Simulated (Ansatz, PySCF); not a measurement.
Donor–acceptor adduct: BH3 (SMILES B) (first 4 atoms) with PH3 (SMILES P); geometry from B3LYP-D3(BJ)/def2-TZVP, rigid monomers moved along the line of their centres of mass till B1···P5 is 2.22 Å.
(charge 0, multiplicity 1):
```xyz
8

B     -0.030    -0.077     0.672
H      1.097    -0.421     0.418
H     -0.842    -0.969     0.655
H     -0.384     0.932     0.116
P      0.067     0.506     2.811
H     -1.113     0.964     3.424
H      0.458    -0.471     3.744
H      0.943     1.545     3.172
```

Interaction energies are E(AB) − E(A) − E(B) at the monomers' geometry in the complex; basis-set methods are counterpoise corrected. Rows marked so take none.

Correlated levels freeze the cores. CBS: X⁻³ extrapolation of the correlation energy, Hartree–Fock from the larger set. Rows in 3-21G, 6-31G* carry no dispersion term and start afresh at each structure (6-31G* with six Cartesian d functions).

The values were computed with Ansatz (a quantum-chemistry and plane-wave program) with Gaussian orbitals; PySCF for 3-21G rows, 6-31G* rows, the dispersion terms. Values without a source in brackets are computed.

```
level                                          interaction energy (kJ/mol)
---------------------------------------------  ---------------------------
HF/3-21G (no counterpoise)                                           -85.6
BP86/6-31G* (no counterpoise)                                       -139.7
B3LYP/6-31G*                                                        -117.9
B3LYP/6-31G* (no counterpoise)                                      -123.0
B3LYP-D3(BJ)/def2-TZVPPD                                            -134.2
PBE0-D4/def2-TZVPPD                                                      ?
MP2/aug-cc-pV(D+d)Z                                                 -123.7
CCSD(T)/aug-cc-pV(T+d)Z                                             -125.8
CCSD(T)/CBS(aug-cc-pV(D+d)Z, aug-cc-pV(T+d)Z)                            ?
```

**Question.** Fill in the missing entries.

**Answer.** 
- PBE0-D4/def2-TZVPPD, interaction energy (kJ/mol): -150.7
- CCSD(T)/CBS(aug-cc-pV(D+d)Z, aug-cc-pV(T+d)Z), interaction energy (kJ/mol): -129.0
